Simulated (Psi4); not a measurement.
NO, doublet, geometry from GFN2-xTB; Psi4 1.11 with MP2.5/aug-cc-pVDZ.

Psi4 was given this input:
```
memory 2 GB

molecule mol {
0 2
  N    -0.000000   -0.000000   -0.616237
  O     0.000000    0.000000    0.539208
}

set basis aug-cc-pvdz
set reference uhf

energy('mp2.5')
print_variables()
```

The log (banner, timings and long lists left out):

```
    Information: MP2.5 default algorithm changed to DF in August 2020. Use `set mp_type conv` for previous behavior.
    For method 'MP2.5', SCF Algorithm Type (re)set to DISK_DF.

   => Loading Basis Set <=

    Name: AUG-CC-PVDZ
    Role: ORBITAL
    Keyword: BASIS

         ---------------------------------------------------------
                                   SCF
               by Justin Turney, Rob Parrish, Andy Simmonett
                          and Daniel G. A. Smith
                              UHF Reference
         ---------------------------------------------------------

  ==> Geometry <==

    Molecular point group: c2v
    Full point group: C_inf_v

    Geometry (in Angstrom), charge = 0, multiplicity = 2:

       Center              X                  Y                   Z               Mass
    ------------   -----------------  -----------------  -----------------  -----------------
         N            0.000000000000     0.000000000000    -0.616082776557    14.003074004430
         O            0.000000000000     0.000000000000     0.539362223443    15.994914619570

  Running in c2v symmetry.

  Rotational constants: A = ************  B =      1.69116  C =      1.69116 [cm^-1]
  Rotational constants: A = ************  B =  50699.70940  C =  50699.70940 [MHz]
  Nuclear repulsion =   25.647195493961199

  Charge       = 0
  Multiplicity = 2
  Electrons    = 15
  Nalpha       = 8
  Nbeta        = 7

  ==> Algorithm <==

  SCF Algorithm Type is DISK_DF.
  DIIS enabled.
  MOM disabled.
  Fractional occupation disabled.
  Guess Type is SAD.
  Energy threshold   = 1.00e-08
  Density threshold  = 1.00e-08
  Integral threshold = 1.00e-12

  ==> Primary Basis <==

  Basis Set: AUG-CC-PVDZ
    Blend: AUG-CC-PVDZ
    Number of shells: 18
    Number of basis functions: 46
    Number of Cartesian functions: 50
    Spherical Harmonics?: true
    Max angular momentum: 2

   => Loading Basis Set <=

    Name: (AUG-CC-PVDZ AUX)
    Role: JKFIT
    Keyword: DF_BASIS_SCF

  ==> Integral Setup <==

  ==> DiskDFJK: Density-Fitted J/K Matrices <==

    J tasked:                  Yes
    K tasked:                  Yes
    wK tasked:                  No
    Integrals threads:           1
    Algorithm:                Core
    Integral Cache:           SAVE
    Schwarz Cutoff:          1E-12
    Fitting Condition:       1E-10

   => Auxiliary Basis Set <=

  Basis Set: (AUG-CC-PVDZ AUX)
    Blend: AUG-CC-PVDZ-JKFIT
    Number of shells: 56
    Number of basis functions: 172
    Number of Cartesian functions: 202
    Spherical Harmonics?: true
    Max angular momentum: 3

  Minimum eigenvalue in the overlap matrix is 1.1135217501E-03.
  Reciprocal condition number of the overlap matrix is 2.7172157522E-04.
    Using symmetric orthogonalization.

  ==> Pre-Iterations <==

  SCF Guess: Superposition of Atomic Densities via on-the-fly atomic UHF (no occupation information).

   -------------------------
    Irrep   Nso     Nmo
   -------------------------
     A1        22      22
     A2         4       4
     B1        10      10
     B2        10      10
   -------------------------
    Total      46      46
   -------------------------

  ==> Iterations <==

                           Total Energy        Delta E     RMS |[F,P]|

   @DF-UHF iter SAD:  -128.46859186311030   -1.28469e+02   0.00000e+00
   @DF-UHF iter   1:  -129.24427983699798   -7.75688e-01   8.01473e-03 ADIIS/DIIS
   @DF-UHF iter   2:  -129.26382514778447   -1.95453e-02   3.54116e-03 ADIIS/DIIS
   @DF-UHF iter   3:  -129.26714051537829   -3.31537e-03   1.96260e-03 ADIIS/DIIS
   @DF-UHF iter   4:  -129.26836564848966   -1.22513e-03   5.00040e-04 ADIIS/DIIS
   @DF-UHF iter   5:  -129.26858168522546   -2.16037e-04   2.19570e-04 ADIIS/DIIS
   @DF-UHF iter   6:  -129.26865781677915   -7.61316e-05   1.49086e-04 ADIIS/DIIS
   @DF-UHF iter   7:  -129.26871051251388   -5.26957e-05   1.20259e-04 ADIIS/DIIS
   @DF-UHF iter   8:  -129.26877927486024   -6.87623e-05   9.87939e-05 DIIS
   @DF-UHF iter   9:  -129.26882681124147   -4.75364e-05   9.12535e-05 DIIS
   @DF-UHF iter  10:  -129.26893220410065   -1.05393e-04   7.46163e-05 DIIS
   @DF-UHF iter  11:  -129.26909426603302   -1.62062e-04   6.88031e-05 DIIS
   @DF-UHF iter  12:  -129.26909487190551   -6.05872e-07   2.51747e-05 DIIS
   @DF-UHF iter  13:  -129.26909671982696   -1.84792e-06   1.34122e-05 DIIS
   @DF-UHF iter  14:  -129.26909685677964   -1.36953e-07   1.83107e-06 DIIS
   @DF-UHF iter  15:  -129.26909685714941   -3.69766e-10   2.51368e-06 DIIS
   @DF-UHF iter  16:  -129.26909686998707   -1.28377e-08   9.12916e-08 DIIS
   @DF-UHF iter  17:  -129.26909687001597   -2.89049e-11   4.93732e-08 DIIS
   @DF-UHF iter  18:  -129.26909687001805   -2.07478e-12   9.46841e-09 DIIS
  Energy and wave function converged.

  ==> Post-Iterations <==

   @Spin Contamination Metric:   5.457885626E-02
   @S^2 Expected:                7.500000000E-01
   @S^2 Observed:                8.045788563E-01
   @S   Expected:                5.000000000E-01
   @S   Observed:                5.000000000E-01

    Orbital Energies [Eh]
    ---------------------

    Alpha Occupied:

[...]
    Alpha Virtual:

[...]
    Beta Occupied:

[...]
       1B1    -0.614780

    Beta Virtual:

[...]
    Final Occupation by Irrep:
             A1    A2    B1    B2
    DOCC [     5,    0,    1,    1 ]
    SOCC [     0,    0,    1,    0 ]
    NA   [     5,    0,    2,    1 ]
    NB   [     5,    0,    1,    1 ]

  @DF-UHF Final Energy:  -129.26909687001805

   => Energetics <=

    Nuclear Repulsion Energy =             25.6471954939611990
    One-Electron Energy =                -227.3894593355948928
    Two-Electron Energy =                  72.4731669716156546
    Total Energy =                       -129.2690968700180463

  UHF NO Occupations:
  HONO-2 :    1 B1 1.9964899
  HONO-1 :    1 B2 1.9785451
  HONO-0 :    2 B1 1.0000000
  LUNO+0 :    2 B2 0.0214549
  LUNO+1 :    3 B1 0.0035101
  LUNO+2 :    6 A1 0.0021325
[...]
  DIE_IF_NOT_CONVERGED          => (empty)
[...]
  MBIS_RADIAL_POINTS            => (empty)
  MBIS_SPHERICAL_POINTS         => (empty)
  MOLDEN_WITH_VIRTUAL           => (empty)
  MOLDEN_WRITE                  => (empty)
  MO_DIIS_NUM_VECS              => (empty)
  MO_MAXITER                    => (empty)
  MO_STEP_MAX                   => (empty)
  MP2_AMP_TYPE                  => (empty)
  MP2_OS_SCALE                  => (empty)
  MP2_SOS_SCALE                 => (empty)
  MP2_SOS_SCALE2                => (empty)
  MP2_SS_SCALE                  => (empty)
  MP2_TYPE                      => (empty)
  MP_TYPE                       => (empty)
  NAT_ORBS                      => FALSE           !
  NUM_FROZEN_DOCC               => (empty)
  NUM_FROZEN_UOCC               => (empty)
  NUM_GPUS                      => (empty)
  OCC_ORBS_PRINT                => (empty)
  OEPROP                        => (empty)
  OO_SCALE                      => (empty)
  OPT_METHOD                    => (empty)
  ORBITAL_OPTIMIZER_PACKAGE     => (empty)
  ORB_OPT                       => FALSE           !
  ORB_RESP_SOLVER               => (empty)
  ORTH_TYPE                     => (empty)
  PARENT_SYMMETRY               => (empty)
  PCG_BETA_TYPE                 => (empty)
  PCG_CONVERGENCE               => (empty)
  PCG_MAXITER                   => (empty)
  PCM                           => (empty)
  PE                            => (empty)
  PPL_TYPE                      => (empty)
  PRINT                         => (empty)
  PRINT_NOONS                   => (empty)
  PROPERTIES                    => (empty)
  PROPERTIES_ORIGIN             => (empty)
  PUREAM                        => (empty)
  QCHF                          => (empty)
  QC_MODULE                     => (empty)
  RAS1                          => (empty)
  RAS2                          => (empty)
  RAS3                          => (empty)
  RAS4                          => (empty)
  READ_SCF_3INDEX               => (empty)
  REGULARIZATION                => (empty)
  REG_PARAM                     => (empty)
  RELATIVISTIC                  => (empty)
  REMP_A                        => (empty)
  RESTRICTED_DOCC               => (empty)
  RESTRICTED_UOCC               => (empty)
  RMS_MOGRAD_CONVERGENCE        => (empty)
  R_CONVERGENCE                 => (empty)
  SCF_TYPE                      => DISK_DF         !
  SCREENING                     => (empty)
  SCS_TYPE                      => (empty)
  SOCC                          => (empty)
  SOS_TYPE                      => (empty)
  TRIPLES_IABC_TYPE             => (empty)
  WFN                           => (empty)
  WFN_TYPE                      => DF-OMP2.5       !
  WRITER_FILE_LABEL             => (empty)
  ZORA_BASIS_TOLERANCE          => (empty)
  ZORA_NR_DEBUG                 => (empty)
  ZORA_PRUNING_SCHEME           => (empty)
  ZORA_RADIAL_POINTS            => (empty)
  ZORA_SPHERICAL_POINTS         => (empty)

	For this residual convergence, default PCG convergence is:     1.00e-07
	For this energy convergence, default residual convergence is:     3.16e-07

 ==============================================================================
 ==============================================================================
 ==============================================================================

                    DF-MP2.5
              Program Written by Ugur Bozkaya
              Latest Revision September 9, 2017

 ==============================================================================
 ==============================================================================
 ==============================================================================

	MO spaces...

	 FC   AOCC   BOCC  AVIR   BVIR   FV
	------------------------------------------
	  0     8     7    38     39     0

	Number of basis functions in the DF-CC basis: 144

	Total memory requirement for DF+CC int:      4.81 MB

	Computing DF-MP2 energy ...
	=======================================================================
	Nuclear Repulsion Energy (a.u.)    :    25.64719549396120
	DF-HF Energy (a.u.)                :  -129.26909687001805
	REF Energy (a.u.)                  :  -129.26909687001805
	Alpha-Alpha Contribution (a.u.)    :    -0.04659984948545
	Alpha-Beta Contribution (a.u.)     :    -0.24365495512789
	Beta-Beta Contribution (a.u.)      :    -0.04559822035231
	Scaled_SS Correlation Energy (a.u.):    -0.03073268994592
	Scaled_OS Correlation Energy (a.u.):    -0.29238594615347
	DF-SCS-MP2 Total Energy (a.u.)     :  -129.59221550611744
	DF-SOS-MP2 Total Energy (a.u.)     :  -129.58584831168432
	DF-SCS(N)-MP2 Total Energy (a.u.)  :  -129.43136547293250
	DF-MP2 Correlation Energy (a.u.)   :    -0.33585302496565
	DF-MP2 Total Energy (a.u.)         :  -129.60494989498369
	=======================================================================

	=======================================================================
	================ MP2.5 FINAL RESULTS ==================================
	=======================================================================
	Nuclear Repulsion Energy (a.u.)    :    25.64719549396120
	SCF Energy (a.u.)                  :  -129.26909687001805
	REF Energy (a.u.)                  :  -129.26909687001805
	Alpha-Alpha Contribution (a.u.)    :    -0.04411538564186
	Alpha-Beta Contribution (a.u.)     :    -0.24877865963106
	Beta-Beta Contribution (a.u.)      :    -0.04230494445647
	DF-MP3 Correlation Energy (a.u.)   :    -0.33454495449311
	DF-MP3 Total Energy (a.u.)         :  -129.60364182451116
	DF-MP2.5 Correlation Energy (a.u.) :    -0.33519898972939
	DF-MP2.5 Total Energy (a.u.)       :  -129.60429585974742
	=======================================================================

  Variable Map:
  ----------------------------------------------------------------------------
[...]
  Array Variable Map:
  ----------------------------------------------------------------------------
[...]
[...]
```
